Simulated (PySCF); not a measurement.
Structure problem from calculated spectra and properties.

Formula: C4H10SeSi.

* Valence photoelectron: vertical ionisation energy: 8.99 eV [ΔSCF CAM-B3LYP/def2-SVPD]
* Polarisability: 101.1 au [CAM-B3LYP/def2-SVPD]
* 1H NMR: chemical shifts (computed TMS as zero) by class: 4.80 (2 H), 2.41 (2 H), 2.06 (1 H), 1.81 (1 H), 1.64 (1 H), 1.60 (2 H), 0.33 (1 H) ppm [GIAO PBE0/pcSseg-1]
* 13C NMR: chemical shifts (computed TMS as zero) by class: 24.2 (2 C), 22.8 (1 C), 21.7 (1 C) ppm [GIAO PBE0/pcSseg-1]
* Rotational structure: rotational constants A, B, C: 5.098, 0.763, 0.711 GHz [PBE0-D3(BJ)/def2-SVP]
* UV, first state: lowest singlet excitation: 5.31 eV (233 nm, f = 0.005) [TDDFT CAM-B3LYP/def2-SVPD]
* Triplet: lowest triplet excitation (Tamm–Dancoff): 4.89 eV [TDA CAM-B3LYP/def2-SVPD]
* NMR, other nuclei: isotropic shieldings of nuclei other than C and H, by class: 374 (1 Si), 2224 (1 Se) ppm [GIAO PBE0/pcSseg-1]
* Dipole: 1.91 D [CAM-B3LYP/def2-SVPD]
* UV, strongest line: among the 10 lowest singlet transitions: S5 at 7.21 eV (172 nm, f = 0.057) [TDDFT CAM-B3LYP/def2-SVPD]

Electronic properties: PySCF, gas phase, density fitting. Levels stand in brackets. Isolated species at its PBE0-D3(BJ)/def2-SVP geometry (one conformer only). Relativistic effects, spin–orbit coupling among them, are left out although an element past zinc is present. NMR classes are plain means over equivalent atoms (diastereotopic ones count apart unless rotation or inversion swaps them), as if these changed places fast.

Task: Propose a structure and show how it fits.

Result: Numbering: `[SeH:1][SiH2:2][CH:3]1[CH2:4][CH2:5][CH2:6]1`. 4 carbons fall into 3 classes; from least to most shielded: four-membered-ring carbon [C4/C6] (24.2 ppm, 2 C), ring sp3 carbon bound to silicon [C3] (22.8 ppm), four-membered-ring carbon [C5] (21.7 ppm). Hydrogen classes from least to most shielded: 2 H on an SiH2 silicon, Si2 (4.80 ppm), 2 H on 2 four-membered-ring carbons, C4/C6 (2.41 ppm), 1 H on a four-membered-ring carbon, C5 (2.06 ppm), 1 H on a four-membered-ring carbon, C5 (1.81 ppm), 1 H on an sp3 carbon bound to silicon, C3 (1.64 ppm), 2 H on 2 four-membered-ring carbons, C4/C6 (1.60 ppm), 1 H on a selenium bonded to Si and H, Se1 (0.33 ppm). The other shieldings belong to: 374 ppm, SiH2 silicon [Si2]; 2224 ppm, selenium bonded to Si and H [Se1]. The first electron is taken from the HOMO, whose largest Löwdin shares are 0.74 on the selenium bonded to Si and H, 0.10 on the SiH2 silicon, 0.06 on the hydrogen on selenium and 0.04 on the sp3 carbon bound to silicon. The optimised geometry has point group C1 and is an asymmetric top. Structure: `[SeH][SiH2]C1CCC1`. The assignments are read from this structure; whether some other isomer fits the data as well wasn't checked. NMR values of atoms bound to Se lack the spin–orbit term that these neighbours bring.

Conformer computed: `[SeH:1][SiH2:2][CH:3]1[CH2:4][CH2:5][CH2:6]1`: Se1–Si2–C3–C4 172°, H–Se1–Si2–C3 -65°.
